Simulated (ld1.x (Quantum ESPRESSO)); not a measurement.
What the settings do to the TM potential of Sc (Z = 21)

Base potential:

* Element: Sc (Z = 21)
* Generator: ld1.x (Quantum ESPRESSO) 7.5
* Type: norm-conserving Troullier–Martins (Kleinman–Bylander form)
* Functional: PBE
* Relativity: non-relativistic
* Frozen core: [Ne]
* Valence charge: 11
* Reference configuration: 3s2 3p6 3d1 4s1.5 4p0.5
* Partial waves: 3s (bound): rc 1.00 bohr; 3d (bound): rc 1.75 bohr; 3p (bound): rc 1.75 bohr
* Local potential: the p channel
* Core correction: a·sin(br)/r model core inside 0.90 bohr

Occupied shells without a wave of their own: 4p, 4s. They enter only through the test configuration that unscreens the potential, and ld1.x also counts them in the model core charge.

Cutoffs, loose and tight: the cutoffs (Ry, on a coarse ladder) from which the occupation-weighted sum of valence levels, in a spherical-Bessel basis at the reference potential, stays within 10 and 1 mRy of its value at 400 Ry. They do not see the model core or the augmentation charge, which bear on the density cutoff. Test errors are all-electron minus pseudo excitation energies from the reference, over the configurations 3s2 3p6 3d1 4s2 4p0; 3s2 3p6 3d1 4s1 4p0; 3s2 3p6 3d1 4s0 4p0; 3s2 3p6 3d1 4s0 4p1; 3s2 3p6 3d0 4s0 4p0; 3s2 3p6 3d2 4s0 4p0; 3s2 3p6 3d2 4s1 4p0. A dash means not determined; rows that change the core or the reference have their own tests.

With those shells counted twice in exchange and correlation these files are broken, and their errors move erratically; no question is asked of them.

```csv
change,outcome,"cutoff, loose","cutoff, tight",bound ghosts,largest test error (meV)
base,generated,110 Ry,180 Ry,none,-1038
"all radii but the core radius scaled by about 0.74 (s 0.74, p 1.30, d 1.30 bohr)",generated,260 Ry,over 300 Ry,none,-1055
"all radii but the core radius scaled by about 0.82 (s 0.82, p 1.44, d 1.44 bohr)",generated,140 Ry,260 Ry,none,-1044
"all radii but the core radius scaled by about 0.90 (s 0.90, p 1.58, d 1.58 bohr)",generated,110 Ry,200 Ry,none,-1049
"all radii but the core radius scaled by about 0.95 (s 0.94, p 1.66, d 1.66 bohr)",generated,110 Ry,180 Ry,none,-1049
"all radii but the core radius scaled by about 1.05 (s 1.04, p 1.84, d 1.84 bohr)",generated,110 Ry,180 Ry,none,-1005
"all radii but the core radius scaled by about 1.11 (s 1.12, p 1.94, d 1.94 bohr)",generated,100 Ry,180 Ry,none,-960
"all radii but the core radius scaled by about 1.20 (s 1.20, p 2.10, d 2.10 bohr)",generated,90 Ry,140 Ry,none,-827
"all radii but the core radius scaled by about 1.24 (s 1.24, p 2.16, d 2.16 bohr)",generated,90 Ry,120 Ry,none,-666
"all radii but the core radius scaled by about 1.32 (s 1.32, p 2.30, d 2.30 bohr)",generated,70 Ry,100 Ry,none,-513
"all radii but the core radius scaled by about 1.40 (s 1.40, p 2.46, d 2.46 bohr)",generated,70 Ry,90 Ry,none,-250
```

Reading the sweep of the scale of all radii but the core radius (base = 1) (base included, trends over the rows without a ghost): The loose cutoff falls from 260 Ry at 0.74 to 70 Ry at 1.4. A larger radius leaves more room for a smooth pseudo-wave, so fewer plane waves are needed; a smaller one forces it to follow the all-electron wave where it bends sharply. The median size of the test errors (rows with all tests solved) falls from 210.8 meV at 0.74 to 38.5 meV at 1.4. This runs against the usual rule that a larger radius transfers worse; these runs do not show why.
